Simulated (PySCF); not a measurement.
Computed properties of C2H5BO3, SMILES OB(C)C(O)=O

C2H5BO3, SMILES CB(O)C(=O)O. The structure is a stationary point at B3LYP-D3(BJ)/def2-SVP. The structure was generated by enumeration, and PubChem lists no compound with its InChIKey, so it may never have been made. The values are those of a single conformer. All values are computed for the isolated molecule unless a solvent is named; none is compared with measurement here.

**Structure.** The optimised structure has Cs symmetry. All 27 harmonic modes at B3LYP-D3(BJ)/def2-SVP (PySCF) are real, so it is a minimum. With heavy atoms numbered as in [CH3:1][B:2]([OH:3])[C:4](=[O:5])[OH:6], the shortest bond between them is C4–O5 at 1.217 Å and the longest B2–C4 at 1.625 Å.

**Vibrations.** The strongest infrared lines (harmonic, unscaled, degenerate partners summed) lie at 1182 cm⁻¹ (412 km/mol, O 44 %, H 36 %, C 16 %), 1797 cm⁻¹ (213 km/mol, C 62 %, O 35 %), 729 cm⁻¹ (179 km/mol, H 66 %, C 17 %, O 16 %). The softest mode is at 63 cm⁻¹ and the zero-point energy is 50.6 kcal/mol.

**Electronic structure.** M06-2X/def2-TZVP (PySCF) places the frontier levels at -9.70 and -0.56 eV, a gap of 9.14 eV, and gives a dipole moment of 1.44 D and a mean polarisability of 46.2 bohr³. PBE/def2-TZVP (PySCF) at the same geometry gives -6.51 and -2.55 eV, so its gap is 5.18 eV narrower. An orbital gap is neither the optical nor the fundamental gap.

**Excitations.** TDDFT-B3LYP/def2-SVPD (PySCF) has S1 at 4.50 eV (276 nm, f = 0.000, dark); the most intense of the 10 singlets computed lies at 7.69 eV (f = 0.12). T1 (TDA) is at 3.92 eV. TDDFT-PBE/def2-SVPD (PySCF) puts S1 at 4.15 eV. No vertical singlet excitation falls in the visible range (under 3.1 eV).

**NMR.** GIAO shifts at HF/pcSseg-1 (PySCF) (non-relativistic, atoms alike by connectivity averaged): ¹³C from 4.8 to 192.0 ppm against TMS; ¹H from 1.2 to 7.7 ppm against TMS; ¹¹B at 29.9 ppm against BF3.
